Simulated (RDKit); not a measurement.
RDKit input (UFF):

```python
from rdkit import Chem
from rdkit.Chem import AllChem, rdDetermineBonds

mol = Chem.MolFromXYZFile('mol.xyz')
rdDetermineBonds.DetermineBonds(mol, charge=0)
print('SMILES', Chem.MolToSmiles(Chem.RemoveHs(mol)))
ff = AllChem.UFFGetMoleculeForceField(mol)
e0 = ff.CalcEnergy()
flag = ff.Minimize(maxIts=5000, forceTol=1e-5)
print(f'energy {e0:.4f} -> {ff.CalcEnergy():.4f} kcal/mol, converged: {flag == 0}')
print(Chem.MolToXYZBlock(mol))
```
mol.xyz:
```
11

O      2.54337900    -0.20297200    -0.22127000
C      1.48526200    -0.19671800     0.35406600
C      0.22251500     0.30545100    -0.21721700
C     -0.80071800     0.97960800     0.70474400
C     -1.07115200    -0.36433900     0.17244000
F     -2.01079400    -0.49614300    -0.81379400
H      1.40286700    -0.58506400     1.39420100
H      0.27990600     0.67478800    -1.23219900
H     -1.34242300     1.80856600     0.27250200
H     -0.55526500     1.07743000     1.75418300
H     -1.05041200    -1.23066400     0.82142700
```

Output:

```
SMILES O=C[C@@H]1C[C@H]1F
energy 282.8886 -> 272.1736 kcal/mol, converged: True
11

O      2.256692   -0.625558    0.016716
C      1.102873   -0.888403    0.313922
C     -0.024135   -0.110213   -0.291650
C     -0.173144    1.298784    0.267499
C     -1.157561    0.212913    0.666125
F     -2.386760    0.337687    0.044106
H      0.897288   -1.704022    0.999628
H     -0.279079   -0.223575   -1.366800
H     -0.578395    2.040227   -0.453424
H      0.532138    1.581817    1.078746
H     -1.086753   -0.149713    1.714216
```

The geometry given is a B3LYP-D3(BJ)/def2-TZVP minimum.
